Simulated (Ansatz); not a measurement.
C3H5N, SMILES `[H]/N=C\C=C` (C–C–C–N torsion 180°) (charge 0, multiplicity 1).

Cartesian coordinates (Å):
SMILES: C(/C=C)=N/[H]
```xyz
9

C      1.4905     0.0637     0.2649
C      0.2854    -0.3713    -0.0976
C     -0.9219     0.4456     0.0242
N     -2.1076     0.1154    -0.2945
H      2.3746    -0.5519     0.1682
H      1.6273     1.0591     0.6715
H      0.1587    -1.3706    -0.5050
H     -0.7734     1.4472     0.4359
H     -2.1336    -0.8372    -0.6676
```
Charge 0, multiplicity 1.

Frozen-core energies in 6-31g from Ansatz (an electronic-structure program) at a geometry from B3LYP-D3(BJ)/def2-TZVP; the HF reference has <S^2> = 0.00 (restricted, and unstable towards unrestricted orbitals) and the T1 diagnostic is 0.012.

```
level     energy (Ha)  difference from CCSDT(Q) (mHa)
--------  -----------  ------------------------------
HF         -170.84335                          424.93
MP2        -171.21711                           51.17
CCSD       -171.25372                           14.55
CCSD(T)    -171.26653                            1.75
CCSDT      -171.26706                            1.22
CCSDT(Q)   -171.26827                            0.00
```
